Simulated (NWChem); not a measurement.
# BeH2SO; SMILES [Be]([OH])[SH]

```xyz
5

Be     0.0186    -0.6694    -0.0618
O      0.0007    -2.0856    -0.1813
H     -0.0711    -2.8291     0.4299
S      0.0784     1.2366     0.0816
H     -1.2796     1.3269    -0.0201
```
Atoms are numbered in this order, from 1.

All runs use the structure optimised with PBE-D3(BJ)/def2-SVP.

 Unshifted, non-relativistic core excitations; the lowest 4 roots alone, so stronger bands may lie above.

Task: List the first S K-edge excitations from B3LYP/def2-TZVP, restricted-window TDA (NWChem).

Result: 
```
state  energy (eV)  dipole oscillator strength           leading excitation (squared amplitude)
-----  -----------  --------------------------  -----------------------------------------------
S1          2415.4                      0.0017    1s of atom 4 or its equivalents → LUMO (0.73)
S2          2416.0                      0.0014  1s of atom 4 or its equivalents → LUMO+1 (0.70)
S3          2416.7                      0.0015  1s of atom 4 or its equivalents → LUMO+2 (0.99)
S4          2416.8                      0.0021  1s of atom 4 or its equivalents → LUMO+3 (0.80)
```
